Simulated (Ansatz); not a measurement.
Sn2O⁺: single points at one geometry.

```yaml
crystal:
  periodic: [false, false, false]
  atoms:
    - {symbol: Sn, position_ang: [-0.989266, 0.282866, 1.114269]}
    - {symbol: Sn, position_ang: [1.298867, -0.724435, -0.298831]}
    - {symbol: O, position_ang: [-0.309611, 0.441569, -0.815439]}
basis:
  gaussian: {orbitals: def2-TZVP, initial_orbitals: start.molden}
total_charge: 1
magnetization: {spin_polarized: true, initial_magnetization: 1}
hamiltonian: {xc: r2scan, dispersion: d4}
scf: {omitted_lower_state_checks: [starts]}
output: {orbitals: {seedname: orbitals}}
```

The file start.molden holds the orbitals of an earlier run on this structure, at another level or in another basis.

```sh
$ ansatz run in.yaml --threads 2 --pin off --events-out ev --progress --plain --max-ram 4352MiB
```

It prints (some lines left out):

```
Functional definition: r2SCAN
927 factors; their error is unknown
mean field evaluation 1: about -13708.2668 eV, gradient 3.8e0 eV
mean field evaluation 2: about -13708.3121 eV, gradient 5.6e-2 eV
mean field evaluation 4: about -13708.3105 eV, gradient 1.8e-4 eV
mean field evaluation 8: about -13708.3105 eV, gradient 1.5e-5 eV
mean field -13708.31046859 eV, -503.7711178940 hartree, gradient 1.5e-5 eV, S^2 0.758403; 0 other end points of the search recorded, 0 dependent functions left out
reference -13708.31048631 eV, -503.7711185454 hartree; 26, 25 occupied and 105, 106 virtual orbitals, 927 factors
Total energy: -13708.32755185 eV, -503.7717456923 hartree
Checks for a lower state left out: starts
```

Hardware: 2 threads of Arm Neoverse V2 on a shared host. Wall time 4.9 s.

The first input with `hamiltonian: {xc: {name: r2SCAN0}, dispersion: d4}` (abridged; 6.5 s):

```
Functional definition: r2SCAN0
mean field -13706.11016399 eV, -503.6902581914 hartree, gradient 1.5e-5 eV, S^2 0.762183
Total energy: -13706.13309711 eV, -503.6911009682 hartree
Checks for a lower state left out: starts
```

Geometry: PBE-D4/def2-TZVP, that of the neutral singlet.

In the def2 sets Sn takes a core potential; there is no spin–orbit coupling. The structure comes from a short search, and lower isomers may exist.
